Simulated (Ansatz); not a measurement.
The lowest singlet and triplet of H4Si2 (SMILES [SiH][SiH3]); geometries from B3LYP-D3(BJ)/def2-TZVP, each state relaxed from the structure named, with no frequency check.
Singlet (charge 0, multiplicity 1):
```json
[
 {"atom": "Si", "x (Å)": "1.2119", "y (Å)": "-0.5179", "z (Å)": "-0.1456"},
 {"atom": "Si", "x (Å)": "-1.0145", "y (Å)": "0.3396", "z (Å)": "0.0882"},
 {"atom": "H", "x (Å)": "1.7319", "y (Å)": "0.8246", "z (Å)": "0.3530"},
 {"atom": "H", "x (Å)": "-1.2445", "y (Å)": "0.7393", "z (Å)": "1.5043"},
 {"atom": "H", "x (Å)": "-2.0816", "y (Å)": "-0.6203", "z (Å)": "-0.2913"},
 {"atom": "H", "x (Å)": "-1.1695", "y (Å)": "1.5521", "z (Å)": "-0.7624"}
]
```
Triplet (charge 0, multiplicity 3):
```json
[
 {"atom": "Si", "x (Å)": "1.1820", "y (Å)": "-0.4150", "z (Å)": "-0.1361"},
 {"atom": "Si", "x (Å)": "-1.0244", "y (Å)": "0.2921", "z (Å)": "0.0872"},
 {"atom": "H", "x (Å)": "2.3229", "y (Å)": "0.4383", "z (Å)": "0.3026"},
 {"atom": "H", "x (Å)": "-1.3719", "y (Å)": "0.5386", "z (Å)": "1.5091"},
 {"atom": "H", "x (Å)": "-1.8831", "y (Å)": "-0.7909", "z (Å)": "-0.4434"},
 {"atom": "H", "x (Å)": "-1.2744", "y (Å)": "1.5357", "z (Å)": "-0.6837"}
]
```

| level | gap E(singlet) − E(triplet), adiabatic (kcal/mol) | cost |
|---|---|---|
| R-HF/cc-pV(T+d)Z | 2.46 | - |
| U-HF/cc-pV(T+d)Z (spin-contaminated) | -1.01 | - |
| R-SVWN5/def2-TZVPP | -13.60 | ×0.4 |
| R-PBE/def2-TZVPP | -10.40 | ×1 |
| U-PBE/def2-TZVPP | -10.40 | ×2 |
| R-r2SCAN/def2-TZVPP | -5.05 | ×1 |
| U-B3LYP/def2-TZVPP | -13.65 | ×2 |
| R-wB97X-V/def2-TZVPP | -14.48 | ×2 |
| U-wB97X-V/def2-TZVPP | -14.48 | ×5 |
| R-MP2/cc-pV(T+d)Z | -9.99 | - |
| U-SCS-MP2/cc-pV(D+d)Z (spin-contaminated) | -7.70 | - |
| R-SCS-MP2/cc-pV(T+d)Z | -14.18 | - |
| U-SCS-MP2/cc-pV(T+d)Z (spin-contaminated) | -8.75 | - |
| U-CCSD/cc-pV(D+d)Z (spin-contaminated) | -11.53 | - |
| R-CCSD/cc-pV(T+d)Z | -12.63 | - |
| U-CCSD(T)/cc-pV(D+d)Z (spin-contaminated) | -12.06 | ×1 |
| SA-CASSCF(2,2)/cc-pV(D+d)Z | -7.72 | - |
| SA-CASSCF(2,2)/cc-pV(T+d)Z | -8.64 | - |
| SC-NEVPT2 on SA-CASSCF(2,2)/cc-pV(D+d)Z | -11.88 | - |
| FIC-MRCISD+Q on SA-CASSCF(2,2)/cc-pV(T+d)Z | -13.08 | - |

The rows run from -14.48 (R-wB97X-V/def2-TZVPP) to 2.46 kcal/mol (R-HF/cc-pV(T+d)Z). The 3 U-functionals in def2-TZVPP without D3 or D4 span 4.09, from U-wB97X-V to U-PBE.

A positive gap puts the triplet lower; no zero-point energy. R- takes a restricted singlet. U- takes an unrestricted singlet (broken symmetry where lower, unprojected). The triplet is unrestricted in single-reference levels. Active spaces average the two states.

Frozen-core correlation.

Doubts at one or more of the structures used: a restricted determinant that unrestricted orbitals would lower (R-HF/cc-pV(T+d)Z, R-r2SCAN/def2-TZVPP, R-MP2/cc-pV(T+d)Z, R-SCS-MP2/cc-pV(T+d)Z, R-CCSD/cc-pV(T+d)Z); T1 above 0.05 (U-CCSD/cc-pV(D+d)Z (spin-contaminated), U-CCSD(T)/cc-pV(D+d)Z (spin-contaminated)).

Programs: Ansatz (a program for electronic structure). Each number belongs to the level named beside it.

Costs are rough ratios of core time to R-PBE/def2-TZVPP (about 2.6 s over the structures, on one shared machine); a dash marks a level with no comparable run of its own.
